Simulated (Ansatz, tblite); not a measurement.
Isomers of Cu₅H₆ (doublet), found by a short tight-binding search and relaxed with r2SCAN-D4/def2-SVP in Ansatz.

The xTB rows come from tblite. Correlated methods freeze 45 core orbitals.

Run but left out: HF/STO-3G (A: ⟨S²⟩ 7.02, where a pure state has 0.75).

Other spin states weren't relaxed.

A:

Cartesian coordinates in Å:
```
Cu 1.6654 0.3955 -0.1311
Cu 0.1095 -0.7954 1.1837
Cu -1.6964 -0.1721 -0.2009
Cu -0.2822 1.6183 0.4002
Cu 0.1906 -0.9563 -1.3809
H -1.4530 -1.1343 1.2273
H 1.2929 1.9662 0.3186
H -1.4060 -1.1472 -1.5333
H -1.8805 1.4274 0.2646
H 1.6897 -0.5781 1.3089
H 1.7699 -0.6241 -1.4570
```

B:

```csv
atom,x (Å),y (Å),z (Å)
Cu1,-0.703,0.904,1.610
Cu2,-0.156,1.942,-0.405
Cu3,0.620,0.292,-1.859
Cu4,0.540,-1.754,-0.744
Cu5,-0.285,-1.381,1.404
H6,0.993,-1.247,-2.219
H7,0.005,-0.002,-0.002
H8,0.199,-2.673,0.552
H9,0.377,1.897,-1.937
H10,-0.849,-0.400,2.568
H11,-0.739,2.421,1.032
```

C:

```xyz
11

Cu   -1.846   -0.714   -1.403
Cu   -0.370    1.055   -1.074
Cu    1.376    1.523    0.417
Cu    1.220   -0.472    1.617
Cu   -0.537   -1.415    0.388
H     2.172    0.860    1.684
H    -1.664    0.714   -2.093
H    -1.819   -2.034   -0.507
H     0.620    2.357   -0.722
H     0.535   -0.089   -0.084
H     0.313   -1.784    1.778
```

Question: Estimate which lies lowest at each level, and how far above it the others are (eV).

Answer: 
```csv
level,A,B,C
GFN1-xTB,0.00,0.61,0.56
GFN2-xTB,0.00,0.78,0.88
HF/def2-TZVP,0.82,0.82,0.00
PBE-D4/def2-SVP,0.30,0.00,0.05
PBE-D4/def2-TZVP,0.72,0.00,0.15
BLYP-D4/def2-TZVP,0.88,0.00,0.21
r2SCAN-D4/def2-TZVP,0.59,0.00,0.08
PBE0-D4/def2-SVP,0.68,0.00,0.08
PBE0-D4/def2-TZVP,0.98,0.00,0.15
RPA@PBE/def2-TZVP,0.69,0.00,0.10
MP2/def2-TZVP,2.91,0.00,2.68
```
Point groups (tolerance 0.1 Å): A C2v, B D5h, C not assigned. Lower isomers may exist. From def2-SVP to def2-TZVP the PBE0 values move by up to 0.30 eV, so results in the small set are rough.
